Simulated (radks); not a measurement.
Results of a calculation; reference values are marked as such.
The samarium ion Sm58+, configuration [He] 2s2.

Level of theory: Dirac Kohn-Sham, PBEsol, spin-unpolarised, spherical densities, point nucleus; speed of light set to 274.072 atomic units (2 times the physical value, a model run) (a radial shooting solver on a logarithmic mesh with Libxc functionals).

Energy parts (hartree):
| part | energy |
|---|---|
| total | -4770.2409 |
| kinetic | 4902.0346 |
| electron-nucleus | -9772.4409 |
| Hartree | 149.0064 |
| exchange-correlation | -48.8409 |

Orbitals (lengths in bohr, moments of r in powers of bohr; <r^-3> diverges for s and p1/2):
1s1/2: occ. 2; eigenvalue (hartree) -1867.120; <r^4> 1.508e-06; small-component weight 1.28e-02
2s1/2: occ. 2; eigenvalue (hartree) -450.6086; <r^4> 0.0002032; small-component weight 3.08e-03

The highest occupied level is 2s1/2 at -12261.7 eV. The density falls to 0.001 e/bohr^3 at r = 0.35 bohr.
